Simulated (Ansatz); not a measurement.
Total energies of the cluster B₁₁ (the lowest doublet isomer of a short search) from Ansatz at PBE-D4/def2-TZVP, gas phase (1 Eh = 27.2114 eV = 2625.5 kJ/mol). The reference geometry is relaxed at r2SCAN-D4/def2-SVP.

| atom | x (Å) | y (Å) | z (Å) |
| --- | --- | --- | --- |
| B1 | 1.305 | 1.893 | -0.425 |
| B2 | 0.018 | -2.251 | -0.494 |
| B3 | 0.331 | 0.658 | -0.791 |
| B4 | 1.603 | 0.199 | 0.533 |
| B5 | -1.545 | -2.042 | -0.261 |
| B6 | 1.115 | -1.062 | -0.350 |
| B7 | -2.221 | -0.611 | -0.065 |
| B8 | -0.552 | -0.680 | -0.285 |
| B9 | 1.444 | 1.674 | 1.149 |
| B10 | -1.376 | 0.763 | 0.124 |
| B11 | -0.121 | 1.459 | 0.865 |

| state | geometry | energy (Eh) |
| --- | --- | --- |
| charge 0 doublet | reference | -272.71954 |
| charge 1 singlet | reference | -272.42730 |
| charge -1 singlet | reference | -272.81835 |
| free B atom (doublet) | – | -24.61008 |

Question: Work out the vertical ionisation energy to the singlet.

Answer: E(charge 1 singlet) − E(charge 0 doublet) = -272.42730 − (-272.71954) = 0.29224 Eh = 7.95 eV. For comparison, −ε of the highest occupied level of the spin that leaves is 5.60 eV at this level, 2.35 eV less.

Question: Work out the vertical electron affinity, to the singlet.

Answer: E(charge 0 doublet) − E(charge -1 singlet) = -272.71954 − (-272.81835) = 0.09881 Eh = 2.69 eV. The basis lacks diffuse functions, which makes affinities too small.

Question: Give the fundamental gap IE − EA, the Mulliken electronegativity (IE + EA)/2 and the hardness (IE − EA)/2.

Answer: From the values in Eh: IE − EA = 0.29224 − 0.09881 = 0.19343 Eh = 5.26 eV; (IE + EA)/2 = 5.32 eV; (IE − EA)/2 = 2.63 eV.

Question: What is the binding energy per atom against free atoms?

Answer: Atoms: 11 × (-24.61008) = -270.71088 Eh. Binding: -270.71088 − (-272.71954) = 2.00866 Eh = 54.66 eV, or 4.97 eV for each of 11 atoms (no zero-point energy, no counterpoise term).

The structure comes from a short search, and lower isomers may exist.
